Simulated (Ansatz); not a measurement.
Total energies of HfO₃⁻ (the lowest doublet isomer of a short search) from Ansatz at r2SCAN-D4/def2-TZVPD, gas phase (1 Eh = 27.2114 eV = 2625.5 kJ/mol). The reference geometry is relaxed at r2SCAN-D4/def2-TZVPD.

```xyz
4

Hf    0.017    0.021   -0.034
O    -0.936   -0.057   -1.653
O    -0.717   -0.905    1.460
O     1.636    0.940    0.227
```

```csv
state,geometry,energy (Eh)
charge -1 doublet,reference,-273.81522
charge 0 triplet,reference,-273.68041
charge -1 quartet,relaxed at r2SCAN-D4/def2-TZVPD,-273.75308
```

In the def2 sets Hf takes a core potential; there is no spin–orbit coupling.

(1) Work out the vertical ionisation energy to the triplet.

(2) Which of the charge -1 states is lowest, and how far above it are the others?

(1) E(charge 0 triplet) − E(charge -1 doublet) = -273.68041 − (-273.81522) = 0.13481 Eh = 3.67 eV. For comparison, −ε of the highest occupied level of the spin that leaves is 0.93 eV at this level, 2.74 eV less.

(2) The doublet. quartet: -273.75308 − (-273.81522) = 0.06214 Eh = 163.1 kJ/mol.

At r2SCAN-D4/def2-TZVPD the highest occupied level of the charge -1 quartet lies above zero (up to 0.55 eV). It is a level of α spin, whose loss leaves a triplet; that state wasn't run at this geometry and level. The electron is either unbound and held by the finite basis, or the level is raised by self-interaction error. 

The structure comes from a short search, and lower isomers may exist.
